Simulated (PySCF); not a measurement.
# Worked example: oscillator strength and radiative lifetime

pyrimidine-2-carbonitrile (C5H3N3), SMILES c1nc(ncc1)C#N.

Coordinates come from a B3LYP-D3(BJ)/def2-SVP optimisation.

TDA-ωB97X/def2-SVPD run with PySCF puts the first singlet state with f over 0.02 at 5.82 eV (vertical), with the transition dipole (0.000, -0.419, 0.000) in atomic units.

Problem. Find the oscillator strength, the wavelength and the radiative lifetime that this transition would have in vacuum if emission retraced absorption.

Solution. 
|μ|² = 0.1756 au, so |μ| = 1.06 D. ΔE = 5.82/27.211 = 0.2139 hartree. f = (2/3) ΔE |μ|² = 0.025 (the program prints 0.025).
λ = 1239.84/5.82 = 213 nm; ν = 46941 cm⁻¹.
Einstein's coefficient A = 0.6670 ν² f s⁻¹ (ν in cm⁻¹) = 3.7e7 s⁻¹, so τ = 1/A = 27 ns. This state is S3; the lower singlets have f = 0.000, 0.008. The figure is the radiative limit of this one transition; relaxation, internal conversion, crossing to triplets and a medium change what is measured.
